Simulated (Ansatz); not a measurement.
`N[SiH2][NH][AlH][F]` → `N[SiH2][Al]([NH2])[F]`  (isomerisation)

Computed with Ansatz on PBE0-D4/def2-TZVP structures; ΔE is electronic, products minus reactants. CCSD(T)/CBS is the MP2 limit (def2-TZVPP, def2-QZVPP) plus CCSD(T) − MP2 in def2-TZVPP, frozen cores. Functionals use def2-TZVPP. One conformer a species, not always the lowest.

`N[SiH2][NH][AlH][F]`:

Cartesian coordinates in Å:
```
N 0.485 2.020 0.510
Si 0.002 0.789 -0.581
N -0.620 -0.576 0.273
Al -0.223 -2.298 0.167
F 0.964 -2.783 -0.869
H 0.365 2.987 0.258
H 1.258 1.896 1.143
H -1.015 1.454 -1.443
H 1.081 0.227 -1.438
H -1.343 -0.337 0.941
H -0.954 -3.380 1.039
```

`N[SiH2][Al]([NH2])[F]`:

Cartesian coordinates in Å:
```
N -0.395 -1.791 0.611
Si 0.253 -0.359 1.345
Al 0.236 1.400 -0.350
N -0.014 1.015 -2.051
F 0.434 2.996 0.045
H -1.288 -1.737 0.147
H -0.314 -2.669 1.102
H 1.648 -0.686 1.759
H -0.435 0.084 2.600
H -0.048 1.676 -2.811
H -0.077 0.072 -2.398
```

```csv
level,ΔE (eV)
r2SCAN-D4,0.73
ωB97X-V,0.74
MP2/def2-TZVPP,0.86
CCSD/def2-TZVPP,0.78
```

**Question.** What does CCSD(T)/CBS give? (Best estimate.)

**Answer.** Ansatz gave: +0.77 eV. The listed levels differ from it by -0.04, -0.03, 0.09, 0.01 eV.

Largest T1 diagnostic among the species: 0.012.

From PBE to PBE0 (25 % exact exchange), in def2-TZVPP and without D4, ΔE moves by +0.08 eV. In def2-TZVPP, CCSD(T) changes the Hartree–Fock value by −0.13 eV (the triples alone add −0.01 eV) and MP2 by −0.04 eV.
